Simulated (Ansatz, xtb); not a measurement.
# Relative energy of two isomers of BFGeH6Si

Structure a: `[BH2][GeH2][SiH2]F`, a singlet. Structure b: `B[Si@@H](F)[GeH3]`, a singlet. Both are isolated molecules in the gas phase, relaxed with r2SCAN-D4/def2-SVP; the shapes shown needn't be the lowest conformers.

a (Å):

```xyz
10

B    -0.6723   -0.9434   -3.1613
F     0.2453    0.1794    1.5962
Ge    0.4691   -0.9778   -1.4729
Si   -0.6743    0.2214    0.2476
H    -0.5731   -0.0360   -3.9500
H    -1.5067   -1.7928   -3.3547
H     1.8322   -0.2790   -1.6232
H     0.7047   -2.3880   -0.9034
H    -0.8785    1.6511   -0.1254
H    -1.9902   -0.4032    0.5687
```

b (Å):

```
atom    x (Å)    y (Å)    z (Å)
   B  -1.0950   0.9284  -0.7728
   F   0.1576  -1.7353   0.0497
  Ge  -3.0266  -1.9710  -0.7052
  Si  -0.8489  -1.0209  -1.0292
   H  -1.7182   1.5373  -1.6112
   H  -0.7539   1.5159   0.2239
   H  -0.3790  -1.4035  -2.3967
   H  -2.9165  -3.5032  -0.6695
   H  -3.6513  -1.4999   0.6172
   H  -3.9614  -1.5646  -1.8553
```

Quicker runs give these differences E(b) − E(a): GFN2-xTB +5.9 kcal/mol; HF/STO-3G +3.7 kcal/mol (at GFN2-xTB geometries); r2SCAN-D4/def2-SVP//GFN2-xTB +2.3 kcal/mol.

Task: Estimate E(b) − E(a) at the level CCSD(T)/def2-SVP + ΔMP2/def2-TZVPP.

Result: Calculated at CCSD(T)/def2-SVP + ΔMP2/def2-TZVPP: E(b) − E(a) = +3.0 kcal/mol, so structure a lies lower.

How the difference moves with the method:

| level | geometry | E(b) − E(a) (kcal/mol) | departure from the last row (kcal/mol) | job, with rough time for the two |
| --- | --- | --- | --- | --- |
| GFN2-xTB | GFN2-xTB | +5.9 | +2.9 | optimisation, 0.14 s |
| HF/STO-3G | GFN2-xTB | +3.7 | +0.6 | single point, 0.4 s |
| r2SCAN-D4/def2-SVP//GFN2-xTB | GFN2-xTB | +2.3 | −0.7 | single point, 4.4 s |
| r2SCAN-D4/def2-SVP | r2SCAN-D4/def2-SVP | +1.2 | −1.9 | optimisation, 78 s |
| HF/def2-SVP | r2SCAN-D4/def2-SVP | +2.0 | −1.1 | part of the CCSD(T) run |
| MP2/def2-SVP | r2SCAN-D4/def2-SVP | +2.5 | −0.6 | part of the CCSD(T) run |
| CCSD(T)/def2-SVP | r2SCAN-D4/def2-SVP | +1.8 | −1.2 | single point |
| CCSD(T)/def2-SVP + ΔMP2/def2-TZVPP | r2SCAN-D4/def2-SVP | +3.0 |  | single point, 34 s |

As drawn, b has 1 B–Si, 1 Ge–H in place of 1 B–Ge, 1 Si–H.

None of the levels shown reverses the order. The largest departure from CCSD(T)/def2-SVP + ΔMP2/def2-TZVPP is that of GFN2-xTB, 2.9 kcal/mol. The last row adds to CCSD(T) the change of the MP2 difference between the two basis sets, here +1.2 kcal/mol.

With harmonic frequencies from r2SCAN-D4/def2-SVP (ideal gas, rigid rotor, one conformer each, 298.15 K, 1 atm): on the last row, ΔE + ΔZPE = +2.5 kcal/mol. A mode under 50 cm⁻¹ makes harmonic enthalpies and free energies unreliable, so none is given.

The correlated steps freeze 16 core orbitals; the filled d shell of Ge is correlated, in a basis made for valence electrons. Run with Ansatz 0.2.0, xtb 6.7.1; the last row on 2 threads of Arm Neoverse V2 on a shared host.
